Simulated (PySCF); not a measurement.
C₆ coefficients of unlike pairs at r2SCAN0

Calculated with PySCF 2.14 from the dipole response of each species, C₆(A,B) = (3/π) ∫ α_A(iu) α_B(iu) du, in atomic units, from isotropic polarisabilities. For ions this is the dispersion term alone; charge-induced terms of lower order in 1/R come first.

```json
{"species": "Sc²⁺", "configuration": "[Ar] 3d1 (2D)", "basis": "x2c-TZVPPall with one added diffuse shell each of s, p, d, f type (7s6p5d3f1g)", "relativity": "spin-free X2C", "α (bohr³)": "4.798", "C₆ (like pair)": "14.28"}
{"species": "Ar³⁺", "configuration": "[Ne] 3s2 3p3 (4S)", "basis": "aug-cc-pwCVDZ (6s5p3d)", "relativity": "none", "α (bohr³)": "3.621", "C₆ (like pair)": "9.964"}
{"species": "Mg²⁺", "configuration": "[Ne] (1S)", "basis": "aug-cc-pVDZ-DK (5s4p2d)", "relativity": "spin-free X2C", "α (bohr³)": "0.1349", "C₆ (like pair)": "0.03226"}
```

**Question.** Estimate C₆ for Ar³⁺ with Sc²⁺.

**Answer.** The integral gives 11.89. The combination rule 2 C_A C_B / (C_A α_B/α_A + C_B α_A/α_B) gives 11.86 and the geometric mean 11.93.

No spin-orbit coupling is included.

The other pairs:

```tsv
pair	C₆
Mg²⁺, Sc²⁺	0.6370
Mg²⁺, Ar³⁺	0.5274
```
